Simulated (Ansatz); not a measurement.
A nudged elastic band was laid between two geometries of Cl$_{2}$H$_{2}$Sn (5 atoms, charge 0, multiplicity 1).

Level of theory: Ansatz, RKS PBE/def2-SVP.

| Item | Value |
| --- | --- |
| movable images | 5 |
| climbing image | yes |
| spring | 5.0 eV/Å² |
| optimiser | quadratic models (default) |
| start path | through a guess of the saddle point |
| force threshold | 0.05 eV/Å |
| iteration limit | 60 |
| end points | relaxed |

Initial state:

```xyz
5
Properties=species:S:1:pos:R:3
Sn 0.192 0.041 0.317
H -0.005 -0.076 2.022
Cl 2.513 -0.024 -0.141
H -0.461 1.407 -0.501
Cl -0.763 -1.895 -0.651
```

Final state:

```xyz
5
Properties=species:S:1:pos:R:3
Sn -0.968 0.482 0.154
H 1.729 -0.662 1.922
Cl 1.929 0.232 0.999
H -0.178 1.191 -1.313
Cl -1.035 -1.789 -0.717
```

Question: Which bonds break or form, and what moves?

Answer: Bonds broken: Sn1–H2, Sn1–Cl3. Bonds formed: H2–Cl3. Cl2H2Sn becomes ClH + ClHSn.

Question: Give the energies along the band, and the barrier.

Answer: The forces met the threshold. The highest image is number 3 of 0 to 6, 1.51 eV above the first end and 0.78 eV above the last; the last end lies 0.74 eV above the first. A vibrational analysis at the climbing image gives one clearly imaginary mode, 843i cm⁻¹: a first-order saddle point. The orbitals stay closed-shell, which can raise the energy where a bond breaks towards radicals; this wasn't checked here.

```json
{"image": "0", "path coordinate (Å)": "0.00", "energy (eV)": "0.00", "Sn1–H2 (Å)": "1.72", "Sn1–Cl3 (Å)": "2.37", "H2–Cl3 (Å)": "3.32"}
{"image": "1", "path coordinate (Å)": "0.47", "energy (eV)": "0.21", "Sn1–H2 (Å)": "1.71", "Sn1–Cl3 (Å)": "2.37", "H2–Cl3 (Å)": "2.86"}
{"image": "2", "path coordinate (Å)": "0.95", "energy (eV)": "0.95", "Sn1–H2 (Å)": "1.70", "Sn1–Cl3 (Å)": "2.46", "H2–Cl3 (Å)": "2.32"}
{"image": "3", "path coordinate (Å)": "1.42", "energy (eV)": "1.51", "Sn1–H2 (Å)": "1.80", "Sn1–Cl3 (Å)": "2.65", "H2–Cl3 (Å)": "1.82"}
{"image": "4", "path coordinate (Å)": "2.09", "energy (eV)": "0.90", "Sn1–H2 (Å)": "2.44", "Sn1–Cl3 (Å)": "3.01", "H2–Cl3 (Å)": "1.32"}
{"image": "5", "path coordinate (Å)": "2.75", "energy (eV)": "0.76", "Sn1–H2 (Å)": "3.21", "Sn1–Cl3 (Å)": "3.03", "H2–Cl3 (Å)": "1.30"}
{"image": "6", "path coordinate (Å)": "3.42", "energy (eV)": "0.74", "Sn1–H2 (Å)": "3.42", "Sn1–Cl3 (Å)": "3.03", "H2–Cl3 (Å)": "1.30"}
```

Question: What is the geometry of the highest image?

Answer: 
```xyz
5
Properties=species:S:1:pos:R:3
Sn -0.298 0.057 0.406
H 0.968 -0.104 1.675
Cl 2.351 0.023 0.499
H -0.598 1.361 -0.716
Cl -0.947 -1.883 -0.820
```

Question: What are the harmonic wavenumbers there?

Answer: 843i, 84, 274, 354, 439, 473, 584, 1548, 1781 cm⁻¹.

Run time: 98 s on 1 thread of Arm Neoverse V1, on a shared host, peak memory 0.12 GiB.
